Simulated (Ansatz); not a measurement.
System: BN, charge 0, multiplicity 3. 
Coordinates optimised at B3LYP-D3(BJ)/def2-TZVP (Ansatz, a first-principles code):
```
B
N 1 1.3180
```
Charge 0, spin multiplicity 3.

Property: vertical electron affinity (to the doublet state of charge -1; a negative value means that the extra electron is unbound and the number depends on the basis; each state is the SCF solution reached for its spin; the UHF <S^2> is 1.33 for the doublet (pure: 0.75); for the doublet T1 is 0.099), in eV. Valence correlation only, unless marked. UHF or UKS for open shells. Spin-orbit coupling is left out. No relativistic terms. Anions need diffuse functions: aug- sets have them; def2-D sets add few. CBS marks a two-point X^-3 extrapolation of the correlation energy; Hartree-Fock from the larger set.

```tsv
level	program	vertical electron affinity (eV)
SVWN5/def2-TZVPD	Ansatz	3.44
PBE/def2-TZVPD	Ansatz	3.10
```

Predict the CCSD(T)/CBS(def2-TZVPPD,def2-QZVPPD) result (Ansatz).

3.04 eV
